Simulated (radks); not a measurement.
Spherical jellium clusters: N electrons in a uniform positive sphere of charge N and radius rs N^(1/3), rs = 2.3 bohr. Calculated with a radial shooting solver with Libxc functionals: non-relativistic Kohn-Sham, PBE, spin-polarised, spherical densities. Levels are named by radial order and angular momentum (1s, 1p, 1d, 2s, ...), and open shells are averaged over m.

N = 21, configuration 1s2 1p6 1d10 2s2 1f(up 1, down 0). This is the lowest configuration that the search found. Occupied and some empty levels:

| level | occupation | eigenvalue (eV) | <r> (bohr) |
|---|---|---|---|
| 1s up | 1 | -10.242 | 3.911 |
| 1s down | 1 | -10.203 | 3.869 |
| 1p up | 3 | -7.9401 | 4.758 |
| 1p down | 3 | -7.8508 | 4.723 |
| 1d up | 5 | -5.1928 | 5.443 |
| 1d down | 5 | -5.0630 | 5.418 |
| 2s up | 1 | -4.2780 | 4.961 |
| 2s down | 1 | -4.1816 | 4.969 |
| 1f up | 1 | -2.1958 | 6.222 |
| 1f down | 0 | -2.0410 | 6.218 |
| 2p up | 0 | -1.5733 | 7.087 |
| 2p down | 0 | -1.4786 | 7.093 |

Energy (eV): total -19.1181, kinetic 95.610, external -2189.3, Hartree 1059.8, exchange-correlation -119.90, background 1134.7.
